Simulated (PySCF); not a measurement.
# One molecule, several mistakes: AlBCH5O

Calculated results; nothing here was measured. The program is PySCF 2.14.0, an open-source quantum chemistry code, run on an isolated molecule that a program drew, which may never have been made. The molecule is AlBCH5O (charge 0, doublet), drawn as the SMILES string `[BH2][Al][O]C`.

Each row is a Hartree-Fock (HF) and frozen-core CCSD(T) single point in the cc-pV(D+d)Z basis, meant for a local HF minimum. Run 1 is clean. Each other run has one planted mistake out of seven kinds, and not every kind appears here: one electron removed, one electron added, multiplicity raised by two, geometry at a saddle point, minimal basis STO-3G, one bond length entered in bohr, all coordinates scaled. The reference is restricted for singlets and unrestricted otherwise, and also for a bond in bohr. Adding or removing an electron swaps singlet and doublet. Electrons count all cores. HOMO and LUMO are orbital energies over both spins, the gradient is its largest component, and the lowest frequency (negative if imaginary) is given only where the gradient is small. Bond lengths are over the 8 bonds as drawn. T1 is the CCSD diagnostic: over 0.02 (restricted) or 0.045 (unrestricted) a single reference is doubtful.

Geometry of the clean run:
```xyz
9
AlBCH5O, angstrom
B     1.5424   -2.3535    0.3026
Al    2.9650   -0.7456    0.3827
O     2.7066    0.8407    0.8724
C     1.7983    1.7784    1.3487
H     0.9815   -2.6263   -0.7263
H     1.4590   -3.1448    1.2052
H     2.1312    2.1702    2.3126
H     0.7993    1.3494    1.4804
H     1.7207    2.6162    0.6518
```

```
run,electrons,basis functions,<S^2>,HOMO (eV),LUMO (eV),gradient (hartree/bohr),lowest frequency (cm^-1),mean bond (Å),longest bond (Å),T1,HF (hartree),CCSD(T) (hartree),mistake
1,37,90,0.817,-7.59,1.25,4.4e-06,65,1.3631,2.148,0.0254,-382.22557,-382.73690,no fault
2,37,90,0.812,-7.70,1.16,2.2e-02,-,1.4081,2.219,0.0241,-382.21771,-382.73426,all coordinates scaled
3,37,90,3.761,-7.18,-1.37,3.6e-02,-,1.3631,2.148,0.0216,-382.11647,-382.61247,multiplicity raised by two
4,38,90,0.000,-0.21,6.77,4.1e-02,-,1.3631,2.148,0.0294,-382.20220,-382.75446,one electron added
5,37,29,0.801,-4.26,7.29,2.6e-02,-,1.3631,2.148,0.0260,-377.47347,-377.66289,minimal basis STO-3G
6,37,90,1.527,-7.76,1.08,3.0e-02,-,1.4846,2.148,0.0602,-382.10323,-382.61390,?
```

**Which mistake was planted in run 6, and what did it cost?**

The mean bond changes by a factor of 1.089 and the longest by 1.000, so the molecule wasn't scaled as a whole. A length L in bohr read as angstrom grows by (1/0.5292 - 1) L = 0.890 L. The 8 bonds together grew by 8 x 0.1215 = 0.972 Å, which gives L = 1.092 Å. That is the length of one of the C-H bonds, 1.093 Å in the clean geometry. So the mistake is: one bond length entered in bohr. Subtracting run 1 and multiplying by 627.51 kcal/mol a hartree, the energy moved by 76.8 kcal/mol in HF and 77.2 kcal/mol in CCSD(T).

Cautions from the logs. Run 4: T1 is over the limit, so its CCSD(T) energy is less reliable; run 6: T1 is over the limit, so its CCSD(T) energy is less reliable.
